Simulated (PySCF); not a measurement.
A structure optimised at PBE0-D3(BJ)/def2-SVP, used in a PySCF frequency run:

```
Se
S 1 2.1750
H 2 1.3561 1 98.18
I 1 2.5568 2 104.91 3 87.09
```
Charge 0, spin multiplicity 1.

Write its SMILES and formula.

S[Se]I, HISSe

What are its rotational constants (standard atomic weights)?

6.0495, 1.0214, 0.87917 GHz
